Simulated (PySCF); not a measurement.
BiF₂Cl, SMILES [F][Bi]([F])[Cl]. Heavy atoms are numbered as in [Bi:1]([F:2])([F:3])[Cl:4].

Geometry: PBE0-D3(BJ)/def2-SVP. The def2 effective core potentials stand for the cores of Bi; spin–orbit coupling is left out.

Calculation: ωB97X/def2-TZVPD in PySCF.

Mulliken values depend strongly on the basis, most of all with diffuse functions as here. ESP charges are fitted to the potential on shells at 1.4 to 2.0 van der Waals radii. Atomic charges (e), one atom of each kind:

| atom | ESP fit | Mulliken |
|---|---|---|
| Bi1 | [?] | 1.55 |
| F2 | [?] | -0.56 |
| Cl4 | [?] | -0.42 |

Task: Fill in the missing entries. (Estimate from the structure and the level; the computed values follow.)

Result: 
- Bi1, ESP fit: 0.95
- F2, ESP fit: -0.35
- Cl4, ESP fit: -0.26
